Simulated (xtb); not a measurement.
xtb job for CCl, SMILES [C]Cl (connectivity only; charge and spin as stated), neutral, multiplicity 2, GFN2-xTB. 

```
$ xtb mol.xyz --gfn 2 --sp --chrg 0 --uhf 1 --json
$ cat mol.xyz
2

C      0.00000000     0.00000000    -1.17579601
Cl     0.00000000     0.00000000     0.41498683
```

Output:

```
[banner left out]
          |                Calculation Setup                |
           -------------------------------------------------



           -------------------------------------------------
          |                 G F N 2 - x T B                 |
           -------------------------------------------------

        Reference                      10.1021/acs.jctc.8b01176
      * Hamiltonian:
        H0-scaling (s, p, d)           1.850000    2.230000    2.230000
        zeta-weighting                 0.500000
      * Dispersion:
        s8                             2.700000
        a1                             0.520000
        a2                             5.000000
        s9                             5.000000
      * Repulsion:
        kExp                           1.500000    1.000000
        rExp                           1.000000
      * Coulomb:
        alpha                          2.000000
        third order                    shell-resolved
        anisotropic                    true
        a3                             3.000000
        a5                             4.000000
        cn-shift                       1.200000
        cn-exp                         4.000000
        max-rad                        5.000000


          ...................................................
          :                      SETUP                      :
          :.................................................:
          :  # basis functions                  14          :
          :  # atomic orbitals                  13          :
          :  # shells                            5          :
          :  # electrons                        11          :
          :  max. iterations                   250          :
          :  Hamiltonian                  GFN2-xTB          :
          :  restarted?                      false          :
          :  GBSA solvation                  false          :
          :  PC potential                    false          :
          :  electronic temp.          300.0000000     K    :
          :  accuracy                    1.0000000          :
          :  -> integral cutoff          0.2500000E+02      :
          :  -> integral neglect         0.1000000E-07      :
          :  -> SCF convergence          0.1000000E-05 Eh   :
          :  -> wf. convergence          0.1000000E-03 e    :
          :  Broyden damping             0.4000000          :
          :  net charge                          0          :
          :  unpaired electrons                  1          :
          ...................................................

 iter      E             dE          RMSdq      gap      omega  full diag
   1     -6.5037568 -0.650376E+01  0.861E+00    0.00       0.0  T
   2     -6.5048549 -0.109816E-02  0.604E+00    0.00       1.0  T
   3     -6.4992297  0.562526E-02  0.314E+00    0.00       1.0  T
   4     -6.5128291 -0.135994E-01  0.598E-01    0.00       1.0  T
   5     -6.5128539 -0.247600E-04  0.575E-01    0.00       1.0  T
   6     -6.5128984 -0.445034E-04  0.705E-02    0.00       1.0  T
   7     -6.5129004 -0.201050E-05  0.310E-02    0.00       2.3  T
   8     -6.5129008 -0.435395E-06  0.172E-02    0.00       4.1  T
   9     -6.5129008  0.374827E-07  0.180E-02    0.00       3.9  T
  10     -6.5129010 -0.233561E-06  0.787E-04    0.00      89.8  T
  11     -6.5129010 -0.133183E-08  0.454E-05    0.00    1558.3  T

   *** convergence criteria satisfied after 11 iterations ***

         #    Occupation            Energy/Eh            Energy/eV
      -------------------------------------------------------------
         1        2.0000           -1.0966304             -29.8408
         2        2.0000           -0.6168080             -16.7842
         3        2.0000           -0.5084172             -13.8347
         4        2.0000           -0.5084172             -13.8347
         5        2.0000           -0.4661242             -12.6839
         6        0.5000           -0.3332009              -9.0669 (HOMO)
         7        0.5000           -0.3332009              -9.0669 (LUMO)
         8                         -0.1179195              -3.2088
         9                         -0.0347246              -0.9449
        10                         -0.0347246              -0.9449
        11                         -0.0132676              -0.3610
       ...                                ...                  ...
        13                          0.3312796               9.0146
      -------------------------------------------------------------
                  HL-Gap            0.0000000 Eh            0.0000 eV
             Fermi-level           -0.3664318 Eh           -9.9711 eV

 SCC (total)                   0 d,  0 h,  0 min,  0.003 sec
 SCC setup                      ...        0 min,  0.000 sec (  4.806%)
 Dispersion                     ...        0 min,  0.000 sec (  1.682%)
 classical contributions        ...        0 min,  0.000 sec (  2.902%)
 integral evaluation            ...        0 min,  0.000 sec ( 14.305%)
 iterations                     ...        0 min,  0.002 sec ( 55.028%)
 molecular gradient             ...        0 min,  0.000 sec ( 11.140%)
 printout                       ...        0 min,  0.000 sec (  9.421%)

         :::::::::::::::::::::::::::::::::::::::::::::::::::::
         ::                     SUMMARY                     ::
         :::::::::::::::::::::::::::::::::::::::::::::::::::::
         :: total energy              -6.496587766220 Eh    ::
         :: gradient norm              0.000650348634 Eh/a0 ::
         :: HOMO-LUMO gap              0.000000000000 eV    ::
         ::.................................................::
         :: SCC energy                -6.512901005680 Eh    ::
         :: -> isotropic ES           -0.012453972324 Eh    ::
         :: -> anisotropic ES          0.000304268916 Eh    ::
         :: -> anisotropic XC         -0.000211592637 Eh    ::
         :: -> dispersion             -0.000542859371 Eh    ::
         :: repulsion energy           0.016313239460 Eh    ::
         :: add. restraining           0.000000000000 Eh    ::
         :: total charge               0.000000000000 e     ::
         :::::::::::::::::::::::::::::::::::::::::::::::::::::

           -------------------------------------------------
          |                Property Printout                |
           -------------------------------------------------

    * Orbital Energies and Occupations

         #    Occupation            Energy/Eh            Energy/eV
      -------------------------------------------------------------
         1        2.0000           -1.0966304             -29.8408
         2        2.0000           -0.6168080             -16.7842
         3        2.0000           -0.5084172             -13.8347
         4        2.0000           -0.5084172             -13.8347
         5        2.0000           -0.4661242             -12.6839
         6        0.5000           -0.3332009              -9.0669 (HOMO)
         7        0.5000           -0.3332009              -9.0669 (LUMO)
         8                         -0.1179195              -3.2088
         9                         -0.0347246              -0.9449
        10                         -0.0347246              -0.9449
        11                         -0.0132676              -0.3610
        12                         -0.0132676              -0.3610
        13                          0.3312796               9.0146
      -------------------------------------------------------------
                  HL-Gap            0.0000000 Eh            0.0000 eV
             Fermi-level           -0.3664318 Eh           -9.9711 eV
Note: The following floating-point exceptions are signalling: IEEE_UNDERFLOW_FLAG IEEE_DENORMAL
normal termination of xtb

     #   Z          covCN         q      C6AA      α(0)
     1   6 C        0.893    -0.131    39.487    10.507
     2  17 Cl       0.893     0.131    95.332    14.937

 Mol. C6AA /au·bohr⁶  :        257.309716
 Mol. C8AA /au·bohr⁸  :       9374.687748
 Mol. α(0) /au        :         25.443735


Wiberg/Mayer (AO) data.
largest (>0.10) Wiberg bond orders for each atom

 ---------------------------------------------------------------------------
     #   Z sym  total        # sym  WBO       # sym  WBO       # sym  WBO
 ---------------------------------------------------------------------------
     1   6 C    1.657 --     2 Cl   1.657
     2  17 Cl   1.657 --     1 C    1.657
 ---------------------------------------------------------------------------

Topologies differ in total number of bonds
Writing topology from bond orders to xtbtopo.mol

molecular dipole:
                 x           y           z       tot (Debye)
 q only:        0.000       0.000       0.393
   full:       -0.000      -0.000       0.930       2.364
molecular quadrupole (traceless):
                xx          xy          yy          xz          yz          zz
 q only:        0.283       0.000       0.283       0.000       0.000      -0.565
  q+dip:        1.105       0.000       1.105      -0.000      -0.000      -2.210
   full:        1.424      -0.000       1.424      -0.000      -0.000      -2.847


           -------------------------------------------------
          | TOTAL ENERGY               -6.496587766220 Eh   |
          | GRADIENT NORM               0.000650348634 Eh/α |
          | HOMO-LUMO GAP               0.000000000000 eV   |
           -------------------------------------------------

------------------------------------------------------------------------
------------------------------------------------------------------------
 total:
 SCF:
```

The run converged.
